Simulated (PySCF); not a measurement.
An excited-state job on `COCOC[O][GeH3]`.

Computed with TDDFT CAM-B3LYP/def2-SVPD, vertical, gas phase, core orbitals frozen in the response (PySCF 2.14.0, density-fitted response routines). Geometry: GFN2-xTB. The input is one job of a driver script: a line of settings, then coordinates in Å.

Input:
```
{"job": {"kind": "uv", "xc": "CAM-B3LYP", "basis": "def2-SVPD", "nstates": 8, "ntriplets": 3}, "charge": 0, "multiplicity": 1}
C     -1.929837     0.899956     0.809167
O     -0.936707     1.138341    -0.168955
C     -0.845591     0.131918    -1.127362
O     -0.175487    -1.001536    -0.649758
C      1.196636    -1.024688    -0.927664
O      1.910581     0.055363    -0.459591
Ge     1.635031     0.971340     1.031838
H     -1.861823     1.720662     1.520233
H     -1.759046    -0.050052     1.323527
H     -2.922316     0.887402     0.345231
H     -1.850173    -0.199080    -1.433114
H     -0.313291     0.565579    -1.982068
H      1.545933    -1.964088    -0.479889
H      1.355061    -1.064876    -2.020251
H      0.683288     0.273627     1.952029
H      1.242073     2.354293     0.634545
H      3.018670     0.967331     1.622171
```

What does the run print?

```
coarse grid: 63216 points
cycle   1  E = -2422.2871009726  dE =  4.049e-01  |g| = 1.035e+00  |ddm| = 5.706e+00
cycle   2  E = -2422.1858574527  dE =  1.012e-01  |g| = 1.305e+00  |ddm| = 2.837e+00
cycle   3  E = -2422.4703424958  dE = -2.845e-01  |g| = 1.041e-01  |ddm| = 1.504e+00
cycle   4  E = -2422.4718129947  dE = -1.470e-03  |g| = 5.594e-02  |ddm| = 1.766e-01
cycle   5  E = -2422.4723263590  dE = -5.134e-04  |g| = 1.258e-02  |ddm| = 5.756e-02
cycle   6  E = -2422.4723534766  dE = -2.712e-05  |g| = 4.078e-03  |ddm| = 1.903e-02
cycle   7  E = -2422.4723561713  dE = -2.695e-06  |g| = 4.900e-04  |ddm| = 5.126e-03
final grid: 134008 points
cycle   8  E = -2422.4724087886  dE = -8.372e-08  |g| = 5.226e-04  |ddm| = 5.635e-03
cycle   9  E = -2422.4724087717  dE =  1.686e-08  |g| = 6.209e-04  |ddm| = 1.381e-03
cycle  10  E = -2422.4724088341  dE = -6.231e-08  |g| = 6.096e-05  |ddm| = 6.155e-04
cycle  11  E = -2422.4724088347  dE = -6.530e-10  |g| = 1.304e-05  |ddm| = 9.055e-05
converged SCF energy = -2422.4724088347

Static polarisability (au): isotropic 78.535, principal 69.005 81.830 84.771

Singlet excitations
state   eV       nm        f      main configurations
  1   7.0061    177.0   0.00587   H->L+1 0.78, H->L 0.08
  2   7.3680    168.3   0.05022   H->L 0.72, H->L+1 0.11
  3   7.8194    158.6   0.02157   H-1->L 0.39, H-3->L+1 0.19, H-1->L+1 0.16
  4   7.8899    157.1   0.00201   H-1->L 0.37, H-1->L+1 0.25, H-3->L+1 0.10
  5   8.0368    154.3   0.01699   H->L+3 0.48, H-3->L 0.11, H->L+2 0.11
  6   8.2506    150.3   0.01230   H-2->L+1 0.29, H-3->L 0.17, H-2->L 0.12
  7   8.2577    150.1   0.01273   H-2->L 0.40, H-1->L+1 0.16
  8   8.3479    148.5   0.01243   H-3->L 0.24, H->L+3 0.16, H-1->L+1 0.15

Triplet excitations (Tamm-Dancoff, eV): 6.6561 7.1489 7.4584
```

The SCF starts on a coarse grid where the log names one; the energy can jump when the final grid takes over, and dE then counts from the start density on the new grid. H and L stand for HOMO and LUMO; the number after each pair is its weight.

Give the mean polarisability as a volume in Å³, and the ratio of the largest to the smallest principal value.

78.535 au × 0.148185 = 11.64 Å³; 84.771/69.005 = 1.23.

Summary of the converged run: HOMO -9.05 eV, LUMO 0.99 eV; lowest singlet 7.01 eV; lowest triplet 6.66 eV (Tamm–Dancoff); mean polarisability 78.5 au.

 Relativistic effects, spin–orbit coupling among them, are left out although an element past zinc is present.

Estimate the wall time. Hardware: Arm Neoverse V1, one thread (shared host).

About 74 s.

One conformer stands for the species.
Labels such as C1 count atoms from 1, the log's own numbers from 0.
